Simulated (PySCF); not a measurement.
**Exercise with solution: chemical shift, span and skew from a shielding tensor**

C5H4F2O, SMILES C=C1[C@@H](C(F)=CO1)F. Atoms are numbered in the order given.

```xyz
12

C      2.4084     0.4918    -0.4238
C      1.0935     0.4520    -0.1623
O      0.2884     1.5786    -0.2861
C     -0.9855     1.2139     0.0974
C     -1.0731    -0.0904     0.4347
F     -2.1532    -0.7440     0.8692
C      0.2551    -0.7531     0.2450
F      0.2315    -1.7302    -0.7611
H      2.8874     1.4187    -0.7691
H      3.0130    -0.4175    -0.3120
H     -1.7385     2.0096     0.0894
H      0.6361    -1.2578     1.1611
```

Geometry optimised at PBE-D3(BJ)/def2-SVP. The structure was generated by enumeration; whether it is a known compound was not checked. The values are those of a single conformer.

GIAO shieldings from PBE/pcSseg-1 (PySCF), non-relativistic, no solvent. The symmetric part of the tensor of F8 has the principal values 266.2, 322.7, 376.4 ppm. The same nucleus in CFCl3 has σ = 133.6 ppm at this level (PySCF, at its B3LYP-D3(BJ)/def2-TZVP geometry).

Q: Work out the isotropic shielding, the ¹⁹F shift against CFCl3, the span and the skew.

A: 
σ(iso) = (σ11 + σ22 + σ33)/3 = 321.8 ppm. δ = σ(ref) − σ(iso) = 133.6 − (321.8) = -188.2 ppm.
Span Ω = σ33 − σ11 = 110.2 ppm. Skew κ = 3(σ(iso) − σ22)/Ω = -0.03. Tumbling in solution averages the tensor to δ; in a static solid the shielding alone would spread this spin-1/2 line over Ω.
